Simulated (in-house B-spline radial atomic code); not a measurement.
The numbers below are computed, except where a source is named.
**Correlation energy from the adiabatic connection: −Z exp(−kr)/r, Z = 3.08, k = 1.24**

Two electrons in a singlet, external potential −Z exp(−kr)/r, Z = 3.08, k = 1.24 (atomic units). Full CI in B-splines (partial waves to l = 8, correlation up to 0.6 % small) with the density held fixed gives W(λ) = <V_ee>_λ − U, and E_c is the integral of W(λ) − W(0) from 0 to 1.

| λ | W(λ) − W(0) (hartree) |
| --- | --- |
| 0 | 0.00000 |
| 0.02 | -0.00203 |
| 0.05 | -0.00506 |
| 0.12 | -0.01200 |
| 0.25 | -0.02447 |
| 0.4 | -0.03821 |
| 0.6 | -0.05552 |
| 0.8 | -0.07178 |
| 1 | -0.08708 |

Q: Integrate the table by the trapezoid rule.

A: The strips give -0.00002, -0.00011, -0.00060, -0.00237, -0.00470, -0.00937, -0.01273, -0.01589, which sum to -0.04578 hartree. The direct value, W(1) − W(0) + T_c with T_c = 0.04122, is -0.04585; the curve is convex, so chords lie above it and the trapezoids fall short in size by 0.15 %.

Q: Now use only three numbers: W(0) = -1.4214, the initial slope W'(0) = -0.1021 (extrapolated from the first points) and the strong-coupling limit of the point-charge-plus-continuum model, W∞ = -2.0446. What do second-order theory and the interpolation W(λ) = W∞ + (W(0) − W∞)/√(1 + 2χλ) of Seidl, Perdew and Levy give?

A: Second order keeps the slope alone: E_c = W'(0)/2 = -0.05105, +11 % in size against -0.04585. Matching the slope fixes χ = W'(0)/(W∞ − W(0)) = -0.1021/(-0.62320) = 0.16383. Integrating, with s = √(1 + 2χ) = 1.152243, E_c = −(W(0) − W∞)(s − 1)/(s + 1) = −0.62320 × 0.152243/2.152243 = -0.04408 hartree, -3.9 % in size against the full result. At λ = 1 the formula gives W − W(0) = -0.08234 against -0.08708. Part of the miss can come from the model's W∞.
